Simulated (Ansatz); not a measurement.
CH$_{5}$AlGaNO, 10 atoms. Charge 0, multiplicity 1. Correlated methods include outer-core shells of Ga, which these sets cover unevenly. Scalar relativity is left out up to krypton. The bonds changed during the relaxation, so this is another structure than the one it started from. All runs use 4 threads of an Arm Neoverse V2 on a shared host. Correlated methods freeze the cores.

Question: How many basis functions does each run have, and how long does it take in Ansatz? RKS PBE0-D4/def2-TZVP frequencies; RHF-CCSD(T)/def2-TZVPP energy; RKS PBE0-D4/def2-TZVP relaxation (78 steps); RHF-MP2/def2-QZVPP energy; RKS ωB97M-V/def2-TZVPP energy and forces; RKS B97M-V/def2-TZVPP energy; RHF-CCSD(T)/def2-SVP energy; RKS PBE0-D4/def2-QZVPP energy; RKS ωB97M-V/def2-QZVPP energy; RKS ωB97M-V/def2-SVP energy; RKS LC-ωPBE/def2-TZVPP energy; direct RPA on PBE orbitals/def2-TZVPP energy. (Estimate.)

Answer: The calculation gave: Other jobs shared the machine, so times are rough.

```json
{"level": "RKS LC-ωPBE/def2-TZVPP", "job": "energy", "functions": "253", "wall time": "2.5 s", "peak host memory (GiB)": "0.5"}
{"level": "direct RPA on PBE orbitals/def2-TZVPP", "job": "energy", "functions": "253", "wall time": "5 s", "peak host memory (GiB)": "0.64"}
{"level": "RKS ωB97M-V/def2-SVP", "job": "energy", "functions": "117", "wall time": "5.5 s", "peak host memory (GiB)": "0.4"}
{"level": "RHF-CCSD(T)/def2-SVP", "job": "energy", "functions": "117", "wall time": "6.5 s", "peak host memory (GiB)": "0.6"}
{"level": "RKS B97M-V/def2-TZVPP", "job": "energy", "functions": "253", "wall time": "8 s", "peak host memory (GiB)": "0.44"}
{"level": "RKS PBE0-D4/def2-QZVPP", "job": "energy", "functions": "480", "wall time": "8.5 s", "peak host memory (GiB)": "2"}
{"level": "RKS ωB97M-V/def2-TZVPP", "job": "energy and forces", "functions": "253", "wall time": "12 s", "peak host memory (GiB)": "0.99"}
{"level": "RHF-MP2/def2-QZVPP", "job": "energy", "functions": "480", "wall time": "20 s", "peak host memory (GiB)": "2.9"}
{"level": "RKS ωB97M-V/def2-QZVPP", "job": "energy", "functions": "480", "wall time": "20 s", "peak host memory (GiB)": "2.4"}
{"level": "RKS PBE0-D4/def2-TZVP", "job": "frequencies", "functions": "208", "wall time": "2.4 min", "peak host memory (GiB)": "0.63"}
{"level": "RHF-CCSD(T)/def2-TZVPP", "job": "energy", "functions": "253", "wall time": "2.5 min", "peak host memory (GiB)": "5.4"}
{"level": "RKS PBE0-D4/def2-TZVP", "job": "relaxation (78 steps)", "functions": "208", "wall time": "4.3 min", "peak host memory (GiB)": "0.65"}
```

LC-ωPBE has ω = 0.4 bohr⁻¹.
